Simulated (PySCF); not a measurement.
Electron correlation in Mn⁺ (manganese, charge +1)

Starting occupation: [Ar] 3d5 4p1, 3d5/2 with m_j = -3/2, -1/2, +1/2, +3/2, +5/2, 4p3/2 with m_j = +3/2. All numbers are calculated (PySCF 2.14, X2C-1e with screened-nucleus spin-orbit coupling, Gaussian nucleus, in x2c-SVPall-2c with one added diffuse shell each of s, d type (6s5p4d1f, 48 functions)). Frozen: [Ne]; 14 electrons correlated; the 6 highest virtual spinors left out.

MP2 pair energies summed by pair of shells (mhartree):

| pair | energy | share (%) |
| --- | --- | --- |
| 3d-3p | -90.55 | 40.1 |
| 3p-3p | -60.15 | 26.6 |
| 3d-3d | -44.42 | 19.6 |
| 3p-3s | -10.24 | 4.5 |
| 3d-3s | -6.55 | 2.9 |
| 3p-4p | -6.22 | 2.8 |
| 3d-4p | -5.77 | 2.6 |
| 3s-3s | -1.95 | 0.9 |
| 3s-4p | -0.20 | 0.1 |

Total MP2 correlation energy: -226.04 mhartree.

The GHF reference relaxed away from the jj start to a determinant that is no pure jj level (⟨S²⟩ = 12.00, ⟨J²⟩ = 20.00); the energies belong to that determinant.

This basis was not built for core-valence correlation, so the inner-shell part is incomplete.
